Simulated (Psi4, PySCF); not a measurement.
C₅H₈O₂, charge -1, doublet (typed; the unrestricted solution is spin-contaminated), at a GFN2-xTB geometry (a state made from the parent by changing its charge; the spin is typed, not shown lowest) (in this run its highest filled SCF level lies above zero, so its values depend strongly on the basis, on diffuse functions most of all), atoms displaced at random by about 0.03 Å a coordinate. Base run: HF/STO-3G, gradient run with PySCF.

PySCF was given this input:
```python
from pyscf import gto, scf

mol = gto.M(
    atom='''
C     2.599312    0.036118    0.253548
C     1.159248   -0.461100    0.160331
O     0.922880   -1.707590    0.305388
C     0.270652    0.543752   -0.057344
C    -1.086224    0.497056   -0.165806
C    -1.966098   -0.749235   -0.083186
O    -1.939100    1.675496   -0.384933
H     2.944860    0.494680   -0.600404
H     2.732106    0.721684    1.128609
H     3.292097   -0.872453    0.471102
H     0.715135    1.589972   -0.050361
H    -2.662288   -0.778088    0.684740
H    -2.471892   -0.927823   -1.016447
H    -1.189516   -1.570627    0.026001
H    -1.249147    2.412561   -0.406375
''',
    basis='sto-3g',
    charge=-1,
    spin=1,
    verbose=4,
)

mf = scf.UHF(mol)
mf.kernel()
g = mf.nuc_grad_method()
grad = g.kernel()
```

Programs used: Psi4, PySCF; a row that names a program was run with it.

The coordinate followed is x of atom 6.

The base run was repeated with changes; each row names its change, and settings that it needs were set with it.

| change | dE/dx (Eh/bohr) | net force (Eh/bohr) |
|---|---|---|
| base | -0.095650 | 0.000000 |
| density fitting = on; auxbasis_response = off | -0.096264 | 0.003754 |
| density fitting = on | -0.095661 | 0.000000 |
| finite difference step (bohr) = 0.05; conv_tol = 1e-11 | -0.095563 | - |
| finite difference step (bohr) = 0.2; conv_tol = 1e-11 | -0.094245 | - |
| code = psi4 | -0.095661 | 0.000000 |
| finite difference step (bohr) = 0.01; conv_tol = 1e-11 | -0.095646 | - |
| finite difference step (bohr) = 1e-3; conv_tol = 1e-11 | -0.095650 | - |
| conv_tol = 1e-4 | -0.095388 | 0.000000 |
| conv_tol = 1e-11 | -0.095650 | 0.000000 |
| finite difference step (bohr) = 1e-4; conv_tol = 1e-11 | -0.095650 | - |
| finite difference step (bohr) = 1e-5; conv_tol = 1e-11 | -0.095650 | - |

The net force is zero for an exact gradient.

Open shells are given as the SCF converged; they aren't shown to be the lowest states, and a large step between rows can be another state.
